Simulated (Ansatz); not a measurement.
Reaction (ligand exchange at a Ga–C bond): `N=[CH][GaH][NH2]` + HBr → `[NH2][GaH][Br]` + `C=N`

Computed with Ansatz on PBE0-D4/def2-TZVP structures; ΔE is electronic, products minus reactants. CCSD(T)/CBS adds triple-zeta CCSD(T) − MP2 to the extrapolated MP2 energy (def2 sets, frozen cores). This one scheme is used for every species. DFT in def2-TZVPP. B3LYP here is the variant with VWN-RPA as its local correlation; programs differ in this. For Br, Ga outer-core shells are correlated without core-valence functions, which leaves a few kJ/mol of doubt a bond. Scalar relativity is left out up to krypton. Each species was taken in one conformer, which may not be the lowest.

| level | ΔE (kcal/mol) |
| --- | --- |
| LDA (SPW92) | -33.3 |
| r2SCAN-D4 | -36.9 |
| ωB97X-V | -36.8 |
| revPBE | -35.6 |
| B3LYP | -36.9 |
| r2SCAN0 | -38.5 |
| MP2/CBS(def2) | -37.2 |
| CCSD/CBS(def2) | -36.9 |

(1) What does CCSD(T)/CBS give? (Best estimate.)

Largest T1 diagnostic among the species: 0.014.

Answers

(1) The calculation gave: -36.1 kcal/mol. The listed levels differ from it by 2.8, -0.8, -0.7, 0.5, -0.8, -2.4, -1.1, -0.8 kcal/mol.

From BLYP to BHLYP (50 % exact exchange), in def2-TZVPP and without D4, ΔE moves by −4.0 kcal/mol. Leaving LDA and LC-ωPBE aside and taking each functional with its dispersion term where it has one, the values, not all of them listed here, spread over 5.0 kcal/mol, from BHLYP-D4 to revPBE-D4. LDA lies +1.8 kcal/mol from PBE without D4.
